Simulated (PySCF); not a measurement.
Molecule: `InChI=1S/F6S/c1-7(2,3,4,5)6`.

Geometry (Å), atoms numbered from 1 in this order:
```xyz
7

F     0.7482    0.8901   -0.9563
S     0.0005    0.0022    0.1170
F    -1.0538   -0.4307   -0.9784
F    -0.9091    1.2362    0.5036
F     0.9102   -1.2318   -0.2698
F    -0.7482   -0.8864    1.1891
F     1.0540    0.4349    1.2133
```

Geometry PBE0-D3(BJ)/def2-SVP throughout; GIAO in PySCF, gas phase, one conformer, non-relativistic; equivalent atoms averaged; functional PBE0.

For orientation, def2-SVP gives these shifts δ (against CFCl3, CS2 at the same level): F4/F5 91.3, F6 91.3, F1 91.3, F7 91.3, F3 91.2, S2 226.7 ppm.

A run gave: F4/F5 123.9, F6 123.9, F1 123.8, F7 123.8, F3 123.7, S2 230.6 ppm (shifts δ (against CFCl3, CS2 at the same level)).

Question: Which basis set was used in that run?
A. 6-31G
B. def2-TZVP
C. cc-pVDZ
D. pcSseg-2

Answer: A. F6 tells them apart best: 6-31G gives 123.9, pcSseg-2 gives 86.5, def2-TZVP gives 88.4, cc-pVDZ gives 85.7 ppm.
